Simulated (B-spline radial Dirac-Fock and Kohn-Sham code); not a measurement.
**F 2p1/2: cross section and angular parameters**

System: atomic fluorine in the configuration [He] 2s2 2p5; threshold 16.00 eV (orbital energy of the model). Model: Dirac-Hartree-Slater photoionisation with a Latter tail; cross sections with all multipoles, angular parameters from the dipole term and its interference with E2. Program: a radial finite-basis atomic code.

For linearly polarised light dσ/dΩ = σ/(4π) [1 + β P₂(cos θ) + (δ + γ cos²θ) sin θ cos φ], with θ from the polarisation vector and φ the angle between the beam and the projection of the electron momentum on the plane normal to the polarisation.

```tsv
hν (eV)	σ (kb)	β	γ	δ
52	2150	1.309	0.028	0.008
58.1	1880	1.356	0.034	0.008
79	1150	1.448	0.053	0.009
80	1120	1.450	0.054	0.009
93.3	817	1.477	0.068	0.009
113	529	1.494	0.089	0.010
146	281	1.490	0.124	0.012
200	123	1.442	0.172	0.015
288	43.5	1.336	0.233	0.020
357	22.9	1.257	0.270	0.024
471	9.81	1.139	0.316	0.031
502	8.04	1.109	0.327	0.033
692	?	?	?	?
787	1.87	0.894	0.403	0.053
800	1.77	0.886	0.406	0.053
928	1.08	0.814	0.427	0.062
1090	0.621	0.739	0.448	0.072
1630	0.152	0.572	0.502	0.103
2070	0.0648	0.488	0.541	0.125
3250	0.0122	0.347	0.633	0.176
5260	0.00191	0.225	0.731	0.244
5414.7	0.00170	0.219	0.738	0.249
6000	0.00114	0.198	0.762	0.266
6830	0.000682	0.173	0.793	0.288
7470	0.000478	0.156	0.815	0.304
9140	0.000214	0.122	0.868	0.344
9251.7	0.000204	0.120	0.871	0.346
12000	7.14e-05	0.084	0.944	0.403
13800	4.06e-05	0.069	0.987	0.436
15000	2.89e-05	0.061	1.014	0.456
```

Problem. Give the values at 692 eV.

Solution. σ = 2.86 kb, β = 0.956, γ = 0.383, δ = 0.046.

Values without a named source are computed, but for edge energies of neutral atoms, which are taken from tables.
